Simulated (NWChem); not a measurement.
# ZrIF$_{3}$; SMILES [F][Zr]([F])([F])[I]

def2 effective core potentials on Zr, I; no spin-orbit coupling.

Q: Give the equilibrium geometry at PBE-D3(BJ)/def2-SVP with def2 effective core potentials on Zr, I (NWChem) as a list of bonds and angles, with the point group.

A: point group C3v; any orientation.
Bond lengths (Å): Zr1–F2 1.901, Zr1–F3 1.901, Zr1–F4 1.901, Zr1–I5 2.725. Bond angles (°): F2–Zr1–F3 109.1, F2–Zr1–F4 109.1, F2–Zr1–I5 109.8, F3–Zr1–F4 109.1, F3–Zr1–I5 109.8, F4–Zr1–I5 109.8.
